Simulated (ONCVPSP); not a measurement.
Transferability test, ONCV potential for P (Z = 15)

- Element: phosphorus (P)
- Generator: ONCVPSP 4.0.1
- Type: optimised norm-conserving Vanderbilt (ONCV)
- Functional: PBE
- Relativity: fully relativistic
- Frozen core: [Ne]
- Valence charge: 5
- Reference configuration: 3s2 3p3
- Partial waves: 3s: rc 1.60 bohr, ncon 4, nbas 8, qcut 4.9 1/bohr, 2 projectors, debl 3.4 Ha; 3p: rc 1.55 bohr, ncon 4, nbas 8, qcut 4.6 1/bohr, 3 projectors, debl 1.6 Ha; d scattering state at 0.41 Ha: rc 1.75 bohr, ncon 5, nbas 8, qcut 4.8 1/bohr, 2 projectors, debl 2.8 Ha
- Local potential: polynomial inside 1.20 bohr (lpopt 5, dvloc0 1 Ha)
- Core correction: Teter function, fcfact 2.25, rcfact 1.1

Open shells are filled in proportion to 2j + 1.

Energies are relative to the spin-unpolarised reference configuration 3s2 3p3; without spin polarisation the order of configurations can differ from experiment.

```csv
valence configuration,charge,ΔE all-electron (eV),error AE − PS (meV)
3s2 3p2,+1,9.730,-0.3
3s2 3p1,+2,28.877,+2.1
```

What are ΔE and the potential's error for 3s1 3p0?

ΔE = 110.622 eV all-electron; the error (AE − PS) is +168 meV.

What are ΔE and the potential's error for 3s2 3p0?

ΔE = 58.616 eV all-electron; the error (AE − PS) is +22 meV.

Note: ghosts flagged at negative energy: p3/2 at -69.6 eV, p1/2 at -69.4 eV; GHOST(+) flagged for s at 187.6 eV. A true bound ghost makes a file unfit for plane-wave use.
